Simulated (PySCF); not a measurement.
**Polarisability and C₆ of Te(2+) (tellurium, charge +2)**

[Kr] 4d10 5s2 5p2, high-spin 3P determinant. All numbers are calculated (PySCF 2.14, scalar relativity by spin-free X2C-1e, in aug-cc-pwCVTZ-DK3 (10s9p7d4f1g, 109 functions)). Coupled (time-dependent) response in atomic units; α is the mean over directions.

```
method  mean α (bohr³)         α xx, yy, zz  C₆ (like pair)  S(−4)
 HSE06           15.00  14.79, 15.11, 15.11           101.3  53.11
```

S(−4) is the Cauchy moment in α(ω) = α(0) + S(−4) ω² + …

Spin-orbit coupling is absent.

α(iu) at HSE06:

```json
{"u (hartree)": "0", "α(iu) (bohr³)": "15.00"}
{"u (hartree)": "0.0500", "α(iu) (bohr³)": "14.87"}
{"u (hartree)": "0.100", "α(iu) (bohr³)": "14.49"}
{"u (hartree)": "0.200", "α(iu) (bohr³)": "13.17"}
{"u (hartree)": "0.300", "α(iu) (bohr³)": "11.49"}
{"u (hartree)": "0.500", "α(iu) (bohr³)": "8.345"}
{"u (hartree)": "0.750", "α(iu) (bohr³)": "5.705"}
{"u (hartree)": "1.00", "α(iu) (bohr³)": "4.159"}
{"u (hartree)": "1.50", "α(iu) (bohr³)": "2.595"}
{"u (hartree)": "2.00", "α(iu) (bohr³)": "1.843"}
{"u (hartree)": "3.00", "α(iu) (bohr³)": "1.114"}
{"u (hartree)": "5.00", "α(iu) (bohr³)": "0.5472"}
```

A single London oscillator, α(iu) = α/(1 + u²/ω²), gives C₆ = (3/4) ω α². Matching the computed C₆ needs ω = 4 × 101.3 / (3 × 15.00²) = 0.600 hartree.

For an ion, C₆ is the dispersion term alone; charge-induced terms of lower order in 1/R come first.

The components differ because the open shell of this determinant is not spherical; for a pure term their mean is the scalar polarisability.
